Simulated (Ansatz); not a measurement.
`FB[SiH2]S` + `C=N` → `C=NBF` + `[SiH3]S` at 600 K and 1 bar (cleavage of the B–Si bond).

Isolated molecules relaxed with PBE0-D4/def2-TZVP in Ansatz; ΔE leaves out vibrations. CCSD(T)/CBS is the MP2 limit (def2-TZVPP, def2-QZVPP) plus CCSD(T) − MP2 in def2-TZVPP, frozen cores. This one scheme is used for every species. Each species was taken in one conformer, which may not be the lowest.

```json
{"species": "`FB[SiH2]S`", "CCSD(T)/CBS energy (Eh)": "-813.90074", "H − E (kJ/mol)": "164.0", "S (J/(mol·K))": "420.4"}
{"species": "`C=N`", "CCSD(T)/CBS energy (Eh)": "-94.52360", "H − E (kJ/mol)": "129.6", "S (J/(mol·K))": "259.4"}
{"species": "`C=NBF`", "CCSD(T)/CBS energy (Eh)": "-219.19469", "H − E (kJ/mol)": "161.3", "S (J/(mol·K))": "349.4"}
{"species": "`[SiH3]S`", "CCSD(T)/CBS energy (Eh)": "-689.27336", "H − E (kJ/mol)": "126.3", "S (J/(mol·K))": "326.2"}
```

H − E and S are ideal-gas, rigid-rotor, harmonic terms from PBE0-D4/def2-TZVP, for one conformer and one mirror image of each species. 1 Eh = 2625.50 kJ/mol, R = 8.31446 J/(mol·K).

Question: By hand: ΔE, ΔH, ΔS and ΔG.

Answer: ΔE = (-219.19469) + (-689.27336) − (-813.90074) − (-94.52360) = -0.04371 Eh = -114.8 kJ/mol. Δ(H − E) = 161.3 + 126.3 − 164.0 − 129.6 = -6.0, so ΔH = -120.8 kJ/mol. ΔS = 349.4 + 326.2 − 420.4 − 259.4 = -4.2 J/(mol·K). ΔG = -120.8 − 600 × (-4.2)/1000 = -118.3 kJ/mol.

Question: By hand: the equilibrium constant, and the temperature at which ΔG would vanish if ΔH and ΔS stayed fixed.

Answer: log₁₀ K = −ΔG/(RT ln 10) = 10.3. ΔG = 0 at ΔH/ΔS = 28762 K, far beyond where these terms or the molecules hold.

The number of gas molecules stays the same, so ΔS is small and ΔH decides. A doubt of 5 kJ/mol in ΔE shifts log₁₀ K by 0.4 here. Other conformers and mirror images would add mixing entropy, several J/(mol·K) or more a flexible species. Modes under 60 cm⁻¹, often nearly free rotors, make the harmonic entropy too high. These are equilibria of isolated gas molecules and say nothing of rates. Largest T1 diagnostic: 0.014 (customary marks: 0.02 for closed shells, 0.045 for open ones).
